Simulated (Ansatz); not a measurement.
A made-up structure of CH4GeSi, singlet:

```json
{"atom": "C1", "x (Å)": "-0.7999", "y (Å)": "-0.6165", "z (Å)": "-0.3165"}
{"atom": "Si2", "x (Å)": "-0.1985", "y (Å)": "0.7871", "z (Å)": "-1.0726"}
{"atom": "Ge3", "x (Å)": "0.6690", "y (Å)": "-0.0420", "z (Å)": "0.8543"}
{"atom": "H4", "x (Å)": "-1.5030", "y (Å)": "-1.4374", "z (Å)": "-0.2996"}
{"atom": "H5", "x (Å)": "-1.5027", "y (Å)": "-1.0020", "z (Å)": "0.3771"}
{"atom": "H6", "x (Å)": "0.3694", "y (Å)": "0.5749", "z (Å)": "2.2342"}
{"atom": "H7", "x (Å)": "1.9874", "y (Å)": "-0.8383", "z (Å)": "0.8977"}
```

It is relaxed with PBE-D4/def2-SVP and then PBE0-D4/def2-TZVP (Ansatz 0.2.0). Atoms count as bonded within 1.22 times the sum of their covalent radii (H–H: 0.88 Å). The end point is not checked to be a true minimum.

Does its bonding change? (Judge from chemistry; the calculation decides.)

By the calculation: Yes. Formed: none; broken: H4–H5.

Where it ends: The first stage lowers the energy by 3.24 eV in 14 steps. It ends as CH₄GeSi ([CH2]1[Si][GeH2]1):
```tsv
atom	x (Å)	y (Å)	z (Å)
C1	-0.9415	-0.6574	-0.1466
Si2	-0.2069	0.6220	-1.2429
Ge3	0.7447	0.0890	0.8349
H4	-1.1969	-1.6280	-0.5708
H5	-1.5822	-0.4435	0.7115
H6	0.1868	0.2231	2.2573
H7	2.0176	-0.7795	0.8311
```

Labels in which every atom is bracketed show which atoms are joined, not bond orders.

For scale, one of the runs: PBE0-D4/def2-TZVP relaxation, 140 basis functions, launched by `ansatz run in.yaml --threads 2 --pin off --events-out ev --progress --plain --max-ram 4352MiB`. The run took about 42 s on 2 CPU threads of an Arm Neoverse V2 (shared host).
